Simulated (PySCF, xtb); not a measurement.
B(AsH2)(F)2 (AsBF2H2), SMILES FB(F)[AsH2]. Atoms are numbered in the order given.

```xyz
6

B      1.0272    -0.0235     0.0000
As    -1.0217     0.0624     0.0000
H     -1.1575    -0.9666     1.1178
H     -1.1575    -0.9666    -1.1178
F      1.7164    -0.0004    -1.1264
F      1.7164    -0.0004     1.1264
```

The structure is a stationary point at B3LYP-D3(BJ)/def2-SVP.

Method: PySCF with IEF-PCM-ωB97X/def2-SVP.

The values are the electrostatic part of the solvation free energy, E(continuum) − E(gas) at the gas-phase geometry, in a cavity of scaled van der Waals radii (PySCF's table); cavitation and dispersion terms are not included. In vacuum the orbital gap is 12.04 eV. The dipole moment in vacuum is 0.85 D.

Computed values in water (ε = 78.36), ethanol (ε = 24.85), toluene (ε = 2.37):
```json
[
 {"solvent": "water", "ε": "78.36", "ΔG(elec) (kcal/mol)": "-1.8", "dipole (D)": "1.07", "gap (eV)": "12.06"},
 {"solvent": "ethanol", "ε": "24.85", "ΔG(elec) (kcal/mol)": "-1.7", "dipole (D)": "1.06", "gap (eV)": "12.06"},
 {"solvent": "toluene", "ε": "2.37", "ΔG(elec) (kcal/mol)": "-0.8", "dipole (D)": "0.96", "gap (eV)": "12.04"}
]
```

For comparison, GFN2-xTB/ALPB(water) (xtb, at the GFN2-xTB geometry, all terms of that model) gives -1.8 kcal/mol.
